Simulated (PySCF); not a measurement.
C6H10NO (doublet state).
SMILES with atom numbers: `[CH2:1]=[CH:2][C:3]([CH3:4])([CH3:5])[N:6][CH:7]=[O:8]` (hydrogens: H9, H10 on C1; H11 on C2; H12, H13, H14 on C4; H15, H16, H17 on C5; H18 on C7)

Structure used (GFN2-xTB), in Å, numbered top down from 1:
```
atom  x, y, z in Å
C1    -1.8871    0.9833    0.5179
C2    -0.9029    0.1647    0.8348
C3     0.1775   -0.3448   -0.0989
C4     0.0106   -1.8748   -0.2024
C5     0.1312    0.2746   -1.4988
N6     1.4532   -0.1287    0.4911
C7     1.9472    0.9262    1.0144
O8     3.0077    1.2096    1.5246
H9    -2.6039    1.3004    1.2574
H10   -2.0318    1.3731   -0.4746
H11   -0.7976   -0.2016    1.8477
H12   -0.9679   -2.1114   -0.6106
H13    0.1074   -2.3248    0.7816
H14    0.7820   -2.2814   -0.8500
H15    0.9636   -0.1029   -2.0874
H16   -0.7970    0.0156   -2.0003
H17    0.2206    1.3576   -1.4375
H18    1.1786    1.7716    0.9794
```

The hyperfine couplings belong to this conformer and change with its torsions.

Method used: UKS B3LYP, pcH-1 on C H N O, non-relativistic, mean-field spin-orbit, GIAO (PySCF). One conformer (not necessarily the lowest) at the GFN2-xTB geometry, without solvent, vibrations or thermal averaging. A GFN2-xTB geometry isn't a minimum of the functional, and hyperfine couplings can be far from their values at a DFT geometry.

Task: What are Nα, Nβ and the exact ⟨S²⟩?

Result: 61 electrons with 2S = 1: 31 α and 30 β; S(S+1) = 0.75.

Mulliken spin populations, one withheld:

| atom | bound to | population |
| --- | --- | --- |
| C1 | C2, H9, H10 | -0.0061 |
| C2 | C1, C3, H11 | +0.0251 |
| C3 | C2, C4, C5, N6 | -0.0298 |
| C4 | C3, H12, H13, H14 | +0.0308 |
| C5 | C3, H15, H16, H17 | +0.0143 |
| N6 | C3, C7 | +0.5729 |
| C7 | N6, O8, H18 | -0.0485 |
| O8 | C7 | ? |
| H9 | C1 | +0.0028 |
| H10 | C1 | +0.0009 |
| H11 | C2 | -0.0006 |
| H12 | C4 | +0.0061 |
| H13 | C4 | +0.0001 |
| H14 | C4 | +0.0006 |
| H15 | C5 | +0.0001 |
| H16 | C5 | -0.0002 |
| H17 | C5 | -0.0015 |
| H18 | C7 | +0.2258 |

Task: Complete the table.

Result: The populations add up to Nα − Nβ = 1, and the others sum to 0.7928, so O8 holds +0.207.

Task: How is the spin shared among the elements?

Result: Nitrogen +0.57, hydrogen +0.23, oxygen +0.21, carbon -0.01. The positive populations sum to 1.09, the negative ones to -0.09.

Task: The run gives ⟨S²⟩ = 0.7561. What does that say of the overlap of α and β orbitals, and of the weight of higher spin?

Result: For a single determinant ⟨S²⟩ = S(S+1) + Nβ − Σ|⟨iα|jβ⟩|², so the squared overlaps of occupied orbitals sum to 30 − 0.0061 = 29.9939. If the quartet state (S + 1) were the only admixture, its weight would be 0.0061/(2S + 2) = 0.20 %.

Task: What Fermi-contact NMR shifts do the couplings of C1, C2, C3, C4/C5, N6, C7, H9 imply at 298 K (Curie law, g = gₑ)?

Result: δ = a_FC·h·gₑ μB S(S+1)/(3 g_N μN kT), with k/h = 20836.6 MHz/K:

```tsv
nuclei	isotope	a_FC (MHz)	g_N	contact shift (ppm)
C1	13C	3.48	1.4048	+367
C2	13C	5.87	1.4048	+618
C3	13C	-1.67	1.4048	-176
C4/C5	13C	21.46	1.4048	+2261
N6	14N	36.27	0.4038	+13297
C7	13C	-53.71	1.4048	-5659
H9	1H	6.06	5.5857	+161
```

All at the stated temperature. Entries for several nuclei are means.

Class means assume fast exchange of nuclei equivalent by connectivity; if that motion is slow, each nucleus keeps its own coupling. The 13C value of +21.5 MHz is a mean of couplings from 3.0 to 40.0 MHz in this one geometry, not an average over conformers.

Examples of negative spin density at the nucleus (bohr⁻³): C7 (-0.0478) and C3 (-0.0015).

N6, the radical centre as drawn in `C=CC(C)(C)[N]C=O`, holds a spin population of +0.57 out of 1.

The run took 3.3 min (grids of density and orbitals included) on an Arm Neoverse N1 with one thread, shared host, and the process peaked at 0.96 GiB of memory.
